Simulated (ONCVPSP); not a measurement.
Before and after: ONCV potential for niobium (Nb)

niobium, optimised norm-conserving Vanderbilt (ONCV), made with ONCVPSP 4.0.1 (PBEsol, scalar-relativistic). Core [Ar] 3d10, reference 4s2 4p6 4d3 5s2. Waves: 4s+5s: rc 2.05 bohr, ncon 4, nbas 7, qcut 6 1/bohr, 2 projectors; 4p: rc 1.80 bohr, ncon 4, nbas 7, qcut 6.4 1/bohr, 2 projectors, debl 3.9 Ha; 4d: rc 1.80 bohr, ncon 4, nbas 9, qcut 4.7 1/bohr, 2 projectors, debl 2.6 Ha. Local part: polynomial inside 1.25 bohr (lpopt 5, dvloc0 4 Ha). Core correction: none.

Change: d: nproj 0; local potential the d channel.

Cutoffs: the cutoffs (Ha) at which the residual kinetic energy of the hardest occupied pseudo-wave falls to 1 and 0.1 mHa per electron; they do not see the model core or the augmentation charge, which bear on the density cutoff. Errors are all-electron minus pseudo energies relative to the spin-unpolarised reference configuration.

Question: How do hardness, ghosts and transferability respond?

Answer: The potential gets neither clearly harder nor softer (42 Ha and 92 Ha → 42 Ha and 92 Ha); the bound ghost in d disappears; of the 4 tests that both files solve, the error grows in 3 and shrinks in 0 by more than 15 % and 0.3 meV (median size 7.4 → 9.7 meV); the range in which the d phases agree narrows (upper end 3.4 → 2.1). In the separable form a ghost depends on how the local part lies against the semilocal potential of the channel, so the choice of the local part can create or remove one.

| quantity | base | changed |
| --- | --- | --- |
| cutoff, loose | 42 Ha | 42 Ha |
| cutoff, tight | 92 Ha | 92 Ha |
| bound ghosts | d | none |
| GHOST(+) flags under 300 eV | none | s at 191.9 eV |
| error for 4s2 4p6 4d4 5s1, meV [ΔE 0.53 eV] | -4.6 | -5.9 |
| error for 4s2 4p6 4d4 5s0, meV [ΔE 7.19 eV] | -9.2 | -11 |
| error for 4s2 4p6 4d3 5s0, meV [ΔE 21.22 eV] | -8.2 | -8.7 |
| error for 4s2 4p6 4d4 5s0 5p1, meV [ΔE 3.53 eV] | -6.6 | -20 |
| s: phases at 2.08 bohr within 0.05 rad from the reference energy up to (Ha; the scan ends near 5) | 4.5 | 4.9 |
| p: phases at 1.83 bohr within 0.05 rad from the reference energy up to (Ha; the scan ends near 5) | to the end of the scan | to the end of the scan |
| d: phases at 1.83 bohr within 0.05 rad from the reference energy up to (Ha; the scan ends near 5) | 3.4 | 2.1 |

 A true bound ghost makes a file unfit for plane-wave use even where its test errors are small: the radial tests pick states by their node count and pass the ghost by.
